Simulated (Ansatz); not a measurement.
```yaml
crystal:
  periodic: [false, false, false]
  atoms:
    - {symbol: La, position_ang: [0.883600, -1.227749, -0.196520]}
    - {symbol: La, position_ang: [-0.883663, 1.227684, 0.196952]}
    - {symbol: O, position_ang: [-0.751836, -0.317802, -1.393934]}
    - {symbol: O, position_ang: [1.312066, 0.942227, 0.012988]}
    - {symbol: O, position_ang: [-0.560167, -0.624360, 1.380514]}
basis:
  gaussian: {orbitals: def2-TZVPD}
hamiltonian: {xc: {name: HF}}
scf: {omitted_lower_state_checks: [starts]}
output: {forces: true}
```

```sh
$ ansatz run in.yaml --threads 4 --pin off --events-out ev --progress --plain --max-ram 4787MiB
```

Output, abridged:

```
Functional definition: HF
  name "HF"
  cite "Fock, Z. Phys. 61, 126 (1930) doi:10.1007/BF01340294"
  parent pbe
  exchange = exact_x
  correlation = 0
these checks for a lower state are left out or cut short: starts
1699 factors; their error is unknown
mean field evaluation 1: about -7791.9560 eV, gradient 1.0e2 eV
mean field evaluation 2: about -7711.2985 eV, gradient 2.0e2 eV
mean field evaluation 4: about -7813.7806 eV, gradient 4.3e0 eV
mean field evaluation 8: about -7813.8317 eV, gradient 1.7e-1 eV
mean field evaluation 16: about -7814.0017 eV, gradient 2.6e-5 eV
mean field -7814.00166854 eV, -287.1592647985 hartree, gradient 2.6e-5 eV, S^2 0.000000; 0 other end points of the search recorded, 0 dependent functions left out
the calculation of the forces begins
reference -7814.00166854 eV, -287.1592647985 hartree; 23, 23 occupied and 183, 183 virtual orbitals, 1699 factors
Total energy: -7814.00166854 eV, -287.1592647985 hartree
Atom 0 at     0.883600    -1.227749    -0.196520 Å, force    -0.247890     0.345996     0.051643 eV/Å
Atom 1 at    -0.883663     1.227684     0.196952 Å, force     0.249848    -0.345477    -0.059313 eV/Å
Atom 2 at    -0.751836    -0.317802    -1.393934 Å, force     0.171488     0.072670     0.321694 eV/Å
Atom 3 at     1.312066     0.942227     0.012988 Å, force    -0.301589    -0.216297    -0.000119 eV/Å
Atom 4 at    -0.560167    -0.624360     1.380514 Å, force     0.128143     0.143109    -0.313904 eV/Å
Dipole moment:    -0.000234    -0.000166     0.001208 e Å
Checks for a lower state left out: starts
```

Run time 6.5 s (4 threads of Intel Xeon on a shared host), peak host memory 0.6 GiB.

In the def2 sets La takes a core potential; there is no spin–orbit coupling. This restricted singlet of an open-shell metal wasn't tested against broken symmetry or higher spin.
